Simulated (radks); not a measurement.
Task: The mean radii <r> (bohr) of the occupied orbitals of an atom or ion are listed with their occupations. Method: Dirac Kohn-Sham, PBEsol, spin-unpolarised, spherical densities, finite nucleus; Fermi nuclear charge, rms radius of each element as measured or else 0.836 A^(1/3) + 0.57 fm; computed with a radial shooting solver on a logarithmic mesh with Libxc functionals.

| orbital | occ. | <r> |
|---|---|---|
| 1s1/2 | 2 | 0.01933 |
| 2s1/2 | 2 | 0.08127 |
| 2p1/2 | 2 | 0.06742 |
| 2p3/2 | 4 | 0.07503 |
| 3s1/2 | 2 | 0.2122 |
| 3p1/2 | 2 | 0.2021 |
| 3p3/2 | 4 | 0.2163 |
| 3d3/2 | 4 | 0.1899 |
| 3d5/2 | 6 | 0.1943 |
| 4s1/2 | 2 | 0.4781 |
| 4p1/2 | 2 | 0.4851 |
| 4p3/2 | 4 | 0.5179 |
| 4d3/2 | 4 | 0.5411 |
| 4d5/2 | 6 | 0.5527 |
| 5s1/2 | 2 | 1.168 |
| 5p1/2 | 2 | 1.305 |
| 5p3/2 | 4 | 1.412 |
| 4f5/2 | 6 | 0.7115 |
| 4f7/2 | 8 | 0.7264 |
| 6s1/2 | 1 | 3.052 |

Name the element and its charge. Open shells, if any, fill j = l - 1/2 first.

Result: Z = 71, lutetium, charge +2: Lu2+ in [Xe] 4f14 6s1. The 1s radius gives Z: for a bare nucleus <r> = (2 gamma + 1)/(2Z) with gamma = sqrt(1 - (Z/c)^2), 0.01909 bohr for Z = 71, and screening makes it slightly larger (0.01933 here). The occupations add up to 69, and the charge is Z minus that.
